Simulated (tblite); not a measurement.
Species: C5H8N2OSi.
SMILES with atom numbers: `[CH2:1]=[N:2][CH2:3][c:4]1[cH:5][n:6][o:7][c:8]1[SiH3:9]` (hydrogens: H10, H11 on C1; H12, H13 on C3; H14 on C5; H15, H16, H17 on Si9)

Structure used (GFN2-xTB), in Å, numbered top down from 1:
```
atom  x, y, z in Å
C1    -2.005   -1.594    0.254
N2    -0.965   -1.041   -0.163
C3    -0.992    0.304   -0.655
C4     0.106    1.060    0.014
C5     0.313    2.450    0.144
N6     1.408    2.689    0.812
O7     1.946    1.490    1.137
C8     1.177    0.501    0.666
Si9    1.633   -1.300    0.936
H10   -1.938   -2.606    0.623
H11   -2.993   -1.121    0.266
H12   -0.792    0.261   -1.734
H13   -1.964    0.803   -0.505
H14   -0.287    3.260   -0.218
H15    0.714   -1.892    1.905
H16    2.986   -1.269    1.506
H17    1.645   -1.985   -0.350
```

Level: GFN2-xTB in tblite, geometry and Hessian alike; calculated harmonic values, unscaled, isolated species. This tight-binding method is rough: wavenumbers can miss measured ones by several per cent, in bad cases by 10 to 20. Modes of hydrogen on silicon can be 10 to 20 % off. One conformer, not necessarily the lowest.

Harmonic wavenumbers (cm⁻¹): 44.4, 96.6, 114.0, 152.4, 220.8, 244.1, 273.7, 360.4, 416.7, 499.5, 539.3, 565.3, 626.2, 639.3, 646.4, 753.0, 776.6, 796.4, 810.1, 856.3, 923.7, 971.1, 988.7, 994.6, 1018.4, 1099.1, 1129.6, 1145.6, 1192.7, 1197.8, 1287.1, 1406.3, 1415.4, 1440.9, 1453.1, 1585.8, 1759.7, 2231.0, 2276.2, 2307.1, 2836.8, 2882.0, 2906.0, 3081.0, 3178.0.

A = 2073, B = 1218, C = 806.7 MHz; mass 140.041 u (most abundant isotopes); point group C1, symmetry number 1.

Problem. What is the zero-point energy?

Solution. ½Σν̃ = 26070 cm⁻¹ = 311.86 kJ/mol.

Problem. Give the ideal-gas entropy at 273.15 K and 1 bar in the rigid-rotor, harmonic-oscillator model (classical rotation).

Solution. Translation 168.67, rotation 122.11, vibration 100.82: S = 391.6 J/(mol K).

Problem. And Cp and H(273.15 K) − H(0)?

Solution. Cp = 146.17 J/(mol K), of which vibrations give 112.91 (their classical limit is 45 R = 374.2); H(273.15 K) − H(0) = 24.04 kJ/mol without the zero-point energy, 14.96 from vibrations.

Problem. Which modes carry the vibrational entropy at 273.15 K?

Solution. 44.4 cm⁻¹: 20.41; 96.6 cm⁻¹: 14.02; 114.0 cm⁻¹: 12.68; 152.4 cm⁻¹: 10.36; 220.8 cm⁻¹: 7.51; 244.1 cm⁻¹: 6.77 J/(mol K); the other 39 give 29.06 together.

Problem. What must be added to the electronic energy to get the Gibbs energy at 273.15 K and 1 bar?

Solution. ZPE + [H(273.15 K) − H(0)] − T·S = 311.86 + 24.04 − 106.97 = 228.93 kJ/mol.

Hindered rotation and anharmonicity are outside this model. Other conformers, if any are populated, would add a mixing term that is left out. The structure is chiral; the term R ln 2 for an equal mix with its mirror image is left out.

On Arm Neoverse V1, one thread, no GPU, shared host with 32 logical CPUs at a one-minute load of 27, this took 0.65 s of wall time. The figure is for the frequency step alone.
